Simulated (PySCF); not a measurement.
Be(NH2)(SH) (BeH3NS), SMILES [NH2][Be][SH]. Atoms are numbered in the order given.

```xyz
6

Be     0.0087     0.6000     0.0000
N     -0.0074     2.0984     0.0000
H     -0.0074     2.6768    -0.8251
H     -0.0074     2.6768     0.8251
S      0.0806    -1.3123     0.0000
H     -1.2580    -1.4461     0.0000
```

Geometry: B3LYP-D3(BJ)/def2-TZVP. The values are those of a single conformer.

Level of theory: B3LYP/pcJ-1 (PySCF).

Isotropic couplings with Fermi-contact, spin-dipole and both spin-orbit terms, one fixed conformer, no vibrational averaging. Isotopes: 14N, 1H.

**Question.** Estimate the spin–spin coupling constants. (An estimate is asked for; the answer gives what the named calculation found.)

**Answer.** 
| pair | bonds apart | J (Hz) |
|---|---|---|
| N2–H3 | 1 | 55.9 |
| N2–H4 | 1 | 55.9 |
| H3–H4 | 2 | -10.2 |
| H3–H6 | 4 | -0.7 |
| H4–H6 | 4 | -0.7 |
